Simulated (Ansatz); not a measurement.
Reaction (redistribution): `NB(O)F` + `[OH][SnH2][OH]` → `OB(O)F` + `[NH2][SnH2][OH]`

Program: Ansatz. Geometries: PBE0-D4/def2-TZVP. ΔE: electronic, gas phase. CCSD(T)/CBS is the MP2 limit (def2-TZVPP, def2-QZVPP) plus CCSD(T) − MP2 in def2-TZVPP, frozen cores. Functionals use def2-TZVPP. Elements past krypton have def2 core potentials. For Sn outer-core shells are correlated without core-valence functions, which leaves a few kJ/mol of doubt a bond. Each species was taken in one conformer, which may not be the lowest.

```csv
level,ΔE (eV)
r2SCAN-D4,0.05
CAM-B3LYP,0.06
CCSD/def2-SVP,-0.06
CCSD/CBS(def2),0.02
```

(1) What does CCSD(T)/CBS give? (Estimate.)

Largest T1 diagnostic among the species: 0.014.

Answers

(1) The calculation gave: +0.02 eV. The listed levels differ from it by 0.03, 0.04, -0.08, 0.00 eV.

Leaving LDA and LC-ωPBE aside and taking each functional with its dispersion term where it has one, the values, not all of them listed here, spread over 0.07 eV, from PBE-QIDH to BLYP-D4. From PBE to PBE0 (25 % exact exchange), in def2-TZVPP and without D4, ΔE moves by −0.03 eV. At CCSD(T), def2-SVP lies −0.09 eV from the extrapolated value and def2-TZVPP −0.03 eV.
